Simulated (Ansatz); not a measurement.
Frontier orbitals of `C[O][W](=[S])(=[S])[Cl]`.

Charge 0, multiplicity 1. Correlated methods include outer-core shells of W, which these sets cover unevenly. W takes the def2 core potential. The geometry is a stationary point of PBE0-D4/def2-TZVP. It is one conformer, not always the lowest. Basis def2-TZVPP, the Gaussian-basis code of Ansatz.

Orbital energies of one run (eV). Highest occupied ones, from the top: -9.34, -10.34, -10.61, -11.41, -11.69, -12.16, -12.57, -13.18, -13.34, -13.53, -14.25, -16.65, -16.67, -17.38. Empty: -0.78, -0.63, 0.14, 0.67, 0.72, 2.03.

Problem. Which functional gave them?
A. PBE
B. ωB97X-V
C. B97M-V
D. r2SCAN

Solution. B. HOMO energies: ωB97X-V -9.34, B97M-V -6.44, r2SCAN -6.40, PBE -6.12 eV.
